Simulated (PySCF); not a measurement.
Atom-mapped SMILES (the numbers label the heavy atoms): `[C-:1]#[N+:2][c:3]1[cH:4][cH:5][cH:6][cH:7][cH:8]1` (H(Xn): hydrogen on atom n).

Geometry: PBE0-D3(BJ)/def2-SVP; GIAO shifts from PySCF 2.14.0 with density-fitted response routines, gas phase, non-relativistic, averaged over equivalent atoms.

At PBE0/pcSseg-0 (82 basis functions, 6.6 s wall time on 1 thread of an Arm Neoverse V2, shared host):
| atoms | δ (ppm) |
| --- | --- |
| C1 | 197.9 |
| C5/C7 | 139.7 |
| C4/C8 | 139.6 |
| C6 | 138.9 |
| C3 | 136.4 |
| N2 | 209.6 |
| H(C4)/H(C8) | 7.63 |
| H(C5)/H(C7) | 7.47 |
| H(C6) | 7.38 |

Referencing at the same level of theory: TMS for 13C (σref 193.52), 1H (σref 32.83); 15N (σref 266.02) against NH3.

Q: What do these become at wB97X-D/pcSseg-1?

A: 
```csv
atoms,δ at wB97X-D/pcSseg-1,change
C1,192.4,-5.5
C5/C7,135.9,-3.8
C4/C8,135.0,-4.6
C6,135.0,-3.9
C3,134.4,-2.0
N2,203.0,-6.6
H(C4)/H(C8),7.58,-0.05
H(C5)/H(C7),7.54,+0.07
H(C6),7.47,+0.09
```

References, each an isolated molecule treated in the same way: 13C (σref 184.54) and 1H (σref 31.38) vs TMS; 15N (σref 263.98) vs NH3.

The largest change is at N2 (isocyanide nitrogen). Cost: 161 basis functions, 16 s wall time on 1 thread of an Arm Neoverse V2, shared host. The order of the carbon signals changes between the two levels.

Experimental scales use liquid or dissolved standards, which lie at an offset from isolated NH3 (liquid NH3: subtract about 20 ppm). Unscaled 15N shifts of sp2 nitrogen come out 20 to 40 ppm too high even then.
